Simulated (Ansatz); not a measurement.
Consider the substitution at a C–Si bond: `C[SiH2]SS` + `[OH][Y]([OH])[OH]` → `C[O][Y]([OH])[OH]` + `[SiH3]SS`.

Computed with Ansatz on PBE0-D4/def2-TZVP structures; ΔE is electronic, products minus reactants. CCSD(T)/CBS adds triple-zeta CCSD(T) − MP2 to the extrapolated MP2 energy (def2 sets, frozen cores). Elements past krypton have def2 core potentials. For Y outer-core shells are correlated without core-valence functions, which leaves a few kJ/mol of doubt a bond. One conformer a species, not always the lowest.

| level | ΔE (eV) |
| --- | --- |
| CCSD(T)/def2-SVP | 0.80 |
| HF/def2-QZVPP | 0.88 |

(1) What does CCSD(T)/CBS give? (Best estimate.)

Largest T1 diagnostic among the species: 0.014.

Answers

(1) The calculation gave: +1.08 eV. The listed levels differ from it by -0.28, -0.20 eV.

From PBE to PBE0 (25 % exact exchange), in def2-TZVPP and without D4, ΔE moves by +0.03 eV. Leaving LDA and LC-ωPBE aside and taking each functional with its dispersion term where it has one, the values, not all of them listed here, spread over 0.11 eV, from BLYP-D4 to r2SCAN0-D4. LDA lies +0.04 eV from PBE without D4.
